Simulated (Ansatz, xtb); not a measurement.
**Relative energy of two isomers of C4H9GeN**

Structure I: `C[C@H]([GeH3])CC#N`, a singlet. Structure II: `C[CH](C)[GeH2][C]#N`, a singlet. Both are isolated molecules in the gas phase, relaxed with B3LYP/def2-SVP, each in the lowest conformer that the search found.

I (Å):

```xyz
15

C    -0.9194   -1.3474   -0.2833
C    -0.4110    0.0084    0.2228
C    -1.4241    0.7105    1.1573
C    -2.7056    1.0041    0.5035
Ge    1.3588   -0.1643    1.1218
N    -3.7051    1.2260   -0.0395
H    -1.0760   -2.0569    0.5470
H    -0.2049   -1.8074   -0.9836
H    -1.8806   -1.2410   -0.8136
H    -0.2344    0.6708   -0.6421
H     1.8665    1.2263    1.5625
H     1.2213   -1.0669    2.3687
H     2.3707   -0.7971    0.1452
H    -1.0178    1.6635    1.5361
H    -1.6319    0.0850    2.0435
```

II (Å):

```yaml
atoms:
  - { symbol: C, position_ang: [-2.0802, 1.0595, -0.3895] }
  - { symbol: C, position_ang: [-0.7115, 0.8884, 0.2826] }
  - { symbol: C, position_ang: [-0.4084, -0.5745, 0.6324] }
  - { symbol: C, position_ang: [0.7880, 0.6942, -2.5022] }
  - { symbol: Ge, position_ang: [0.7327, 1.6757, -0.8216] }
  - { symbol: N, position_ang: [0.7834, 0.0807, -3.4885] }
  - { symbol: H, position_ang: [-2.1313, 0.5128, -1.3457] }
  - { symbol: H, position_ang: [-2.8804, 0.6622, 0.2584] }
  - { symbol: H, position_ang: [-2.3154, 2.1162, -0.5946] }
  - { symbol: H, position_ang: [-0.6934, 1.4878, 1.2112] }
  - { symbol: H, position_ang: [-1.1952, -0.9853, 1.2881] }
  - { symbol: H, position_ang: [-0.3720, -1.2061, -0.2707] }
  - { symbol: H, position_ang: [0.5528, -0.6872, 1.1592] }
  - { symbol: H, position_ang: [2.1286, 1.5151, -0.1919] }
  - { symbol: H, position_ang: [0.4698, 3.1453, -1.1985] }
```

Question: Which of the two would you expect CCSD(T)/def2-SVP + ΔMP2/def2-TZVPP electronic energies to favour?

Answer: Structure II; the calculation gives E(II) − E(I) = −10.4 kcal/mol.

How the difference moves with the method:

```csv
level,geometry,E(II) − E(I) (kcal/mol),departure from the last row (kcal/mol),"job, with rough time for the two"
GFN2-xTB,GFN2-xTB,+6.3,+16.7,"optimisation, 0.16 s"
HF/STO-3G,GFN2-xTB,−17.1,−6.6,"single point, 0.44 s"
r2SCAN-D4/def2-SVP,GFN2-xTB,−7.7,+2.8,"single point, 4 s"
B3LYP/def2-SVP,B3LYP/def2-SVP,−7.3,+3.1,"optimisation, 32 s"
HF/def2-SVP,B3LYP/def2-SVP,−8.4,+2.0,part of the CCSD(T) run
MP2/def2-SVP,B3LYP/def2-SVP,−8.5,+1.9,part of the CCSD(T) run
CCSD(T)/def2-SVP,B3LYP/def2-SVP,−8.1,+2.3,single point
CCSD(T)/def2-SVP + ΔMP2/def2-TZVPP,B3LYP/def2-SVP,−10.4,,"single point, 88 s"
```

As drawn, II has 1 C–Ge, 1 C–H in place of 1 C–C, 1 Ge–H.

GFN2-xTB puts the two in the other order. The largest departure from CCSD(T)/def2-SVP + ΔMP2/def2-TZVPP is that of GFN2-xTB, 16.7 kcal/mol. The last row adds to CCSD(T) the change of the MP2 difference between the two basis sets, here −2.3 kcal/mol.

With thermal terms from frequencies at re-optimised GFN2-xTB minima (ideal gas, soft modes damped towards free rotors, one conformer each, 298.15 K, 1 atm): the zero-point term adds +1.3 kcal/mol; ΔH is −8.9 and ΔG −9.2 kcal/mol.

The correlated steps freeze 14 core orbitals; the filled d shell of Ge is correlated, in a basis made for valence electrons. Mirror images aren't counted in ΔG. Codes used: Ansatz 0.2.0, xtb 6.7.1; the last row on 4 threads of Arm Neoverse V1 on a shared host.
